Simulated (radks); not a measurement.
The numbers below are computed, except where a source is named.
Dynamic dipole polarisability and lines of the chromium ion Cr22+, [He]. Level of theory: non-relativistic Kohn-Sham, LB94 model potential, spin-unpolarised, spherical densities, point nucleus (a radial shooting solver on a logarithmic mesh with Libxc functionals). Time-dependent linear response with the Hartree and adiabatic LDA kernel, continuum included through the Sternheimer equations. Lines are the poles of the dipole polarisability below minus the highest occupied eigenvalue, found on a grid refined at the orbital gaps; the lowest seven at most are given, and weak or close lines can be missed. The first line takes the name of the lowest orbital gap if no other gap lies below it; otherwise a line is named after a gap within 0.6 % of it, if that gap stands alone.

photon energy (eV),alpha (bohr^3)
0,0.00002905
605.83,0.00002933
1332.8,0.00003047
2059.8,0.00003272
2786.8,0.00003665
3513.8,0.00004371
4240.8,0.00005832
4967.8,0.0001041
5694.8,-0.0005743
6421.8,0.00001692
7148.8,-0.00002315

Lines (eV, oscillator strength): 5609.5 (0.2210 nm, 1s-2p), f = 0.783; 6593.0 (0.1881 nm, 1s-3p), f = 0.153; 6936.4 (0.1787 nm, 1s-4p), f = 0.0570; 7096.0 (0.1747 nm, unassigned), f = 0.0276; 7182.8 (0.1726 nm, unassigned), f = 0.0155. Higher lines, where found, are left out when the end of the mesh affects them. Those listed give 78 % of the static polarisability (sum of f/w^2). Orbital energy gaps for comparison: 1s-2p 5602.8 eV; 1s-3p 6590.7 eV; 1s-4p 6935.4 eV; 1s-5p 7095.5 eV; 1s-6p 7182.6 eV.
